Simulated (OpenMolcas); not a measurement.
# Ne V: CASPT2 settings compared

* Program: OpenMolcas
* Basis: ANO-L-VQZP [5s4p3d2f]
* Scalar Hamiltonian: non-relativistic, point nucleus
* Active space: 2 electrons in 3 orbitals (2p)
* State averaging: 2S+1 = 3 even, 3 roots; 2S+1 = 1 even, 6 roots
* Spin-orbit coupling: RASSI with atomic mean-field integrals over the reference wave functions, term energies averaged over their components

Methods on the same reference wave functions:
A. CASSCF
B. SS-CASPT2, IPEA 0.75 Eh, imaginary shift 0.3 Eh (closed shells correlated: 1s 2s)
C. SS-CASPT2, IPEA 0.1 Eh, sigma1 regulariser 0.5 Eh (closed shells correlated: 1s 2s)
D. XMS-CASPT2, IPEA 0.6 Eh, real shift 0.1 Eh (closed shells correlated: 2s)

Energies in cm⁻¹ above 2s² 2p² ³P₀, the measured ground level; measured values from NIST levels in Podobedova, Fuhr, Reader and Wiese, J. Phys. Chem. Ref. Data 33, 525 (2004).

```json
{"Level": "2s² 2p² ³P₀", "A": "0.0", "B": "0.0", "C": "0.0", "D": "0.0", "Measured": "0.0"}
{"Level": "2s² 2p² ³P₁", "A": "405", "B": "408", "C": "408", "D": "408", "Measured": "412"}
{"Level": "2s² 2p² ³P₂", "A": "1176", "B": "1178", "C": "1178", "D": "1178", "Measured": "1110"}
{"Level": "2s² 2p² ¹D₂", "A": "32962", "B": "30580", "C": "30900", "D": "30430", "Measured": "30292"}
{"Level": "2s² 2p² ¹S₀", "A": "80764", "B": "68900", "C": "68510", "D": "69230", "Measured": "63914"}
```

Deviations, from unrounded energies. A percentage is the sum of absolute deviations over the sum of measured energies, with the sign that they share, or ± where signs differ.

```json
{"Against measurement": "mean absolute deviation (cm-1)", "Levels": "4", "A": "4900", "B": "1300", "C": "1300", "D": "1400"}
{"Against measurement": "fine structure of the ground term (%)", "Levels": "2", "A": "±4.8", "B": "±4.8", "C": "±4.8", "D": "±4.8"}
{"Against measurement": "other terms of the ground configuration (%)", "Levels": "2", "A": "+20.7", "B": "+5.6", "C": "+5.5", "D": "+5.8"}
```

B, C, D lie about equally close to measurement and A furthest from it. The largest miss of C in the table is 2s² 2p² ¹S₀, by +4600 cm-1. The ranking rests on the paired levels alone, and a cruder setting can come out closer through cancelling errors.

Among B to D the level of the table that moves most is 2s² 2p² ¹S₀, by 720 cm-1 (lowest in C, highest in D). Moves below CASPT2's spread within the term are not significant.

The mean deviations of B to D differ by less than CASPT2's widest spread within a term (250 cm-1), so their order carries little weight.

From A to B the spin-free energies of the other terms of 2s² 2p² shown, above ³P, scale by factors of 0.85 to 0.93.

The lowest spin-free term lies below A's lowest term by 0.112 hartree in B, 0.117 hartree in C, 0.101 hartree in D.

Term energies are means over components that CASPT2 splits; among the terms shown or strongly mixed into the levels shown the widest spread is 250 cm-1 (2s² 2p² ¹D, D). With the s shell closed, the reference lacks s² → p² mixing. Measured partners are found by configuration, term and J. A level has none where our copy of the source lacks it or the pairing is in doubt (some pairs that miss far off the trend of their configuration count as doubtful), and it then counts in no deviation. Only configurations of the active space appear.
